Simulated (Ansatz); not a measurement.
Consider the ligand exchange at a B–Br bond: `BrB(Br)Br` + HCl → `ClB(Br)Br` + HBr.

Computed with Ansatz on PBE0-D4/def2-TZVP structures; ΔE is electronic, products minus reactants. CBS: MP2 limit from def2 TZ/QZ plus the TZ coupled-cluster correction, frozen cores. This one scheme is used for every species. DFT in def2-TZVPP. For Br outer-core shells are correlated without core-valence functions, which leaves a few kJ/mol of doubt a bond. Scalar relativity is left out up to krypton.

```
             level  ΔE (kcal/mol)  difference from CCSD(T)/CBS
       LDA (SPW92)           -2.9                         -1.3
         revPBE-D4           -2.5                         -0.9
          PBE-QIDH           -2.1                         -0.5
               PBE           -2.7                         -1.1
            revPBE           -2.6                         -1.0
              BLYP           -3.3                         -1.7
              PBE0           -2.6                         -1.0
           r2SCAN0           -2.7                         -1.1
             BHLYP           -3.3                         -1.7
         CAM-B3LYP           -3.5                         -1.9
RPA@PBE/def2-TZVPP           -1.8                         -0.2
  CCSD(T)/def2-SVP           -4.7                         -3.1
     HF/def2-TZVPP           -3.4                         -1.8
   CCSD/def2-TZVPP           -2.1                         -0.5
SCS-MP2/def2-QZVPP           -1.6                          0.0
     MP2/CBS(def2)           -1.0                          0.6
       CCSD(T)/CBS           -1.6                            0
```

Largest T1 diagnostic among the species: 0.009.

In def2-TZVPP, CCSD(T) changes the Hartree–Fock value by +1.5 kcal/mol (the triples alone add +0.1 kcal/mol) and MP2 by +2.0 kcal/mol. Leaving LDA and LC-ωPBE aside and taking each functional with its dispersion term where it has one, the values, not all of them listed here, spread over 1.2 kcal/mol, from B97M-V to PBE-QIDH. At CCSD(T), def2-SVP lies −3.2 kcal/mol from the extrapolated value and def2-TZVPP −0.4 kcal/mol.
